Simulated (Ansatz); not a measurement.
```yaml
crystal:
  periodic: [false, false, false]
  atoms:
    - {symbol: Mg, position_ang: [0.465605, 0.415098, -1.206293]}
    - {symbol: Se, position_ang: [-1.272276, 1.606062, 0.061603]}
    - {symbol: Mg, position_ang: [-0.466895, -0.416089, 1.205422]}
    - {symbol: Se, position_ang: [1.273576, -1.605070, -0.060721]}
basis:
  gaussian: {orbitals: cc-pVTZ-rifit}
hamiltonian: {xc: {name: HF}}
scf: {omitted_lower_state_checks: [starts]}
output: {forces: true}
```

```sh
$ ansatz run in.yaml --threads 4 --pin off --events-out ev --progress --plain --max-ram 3916MiB
```

(1) Does this run fit into the memory that it is given?

## Answers

(1) No. It has 576 basis functions, and the program plans for 4 GiB where 4 GiB are given.
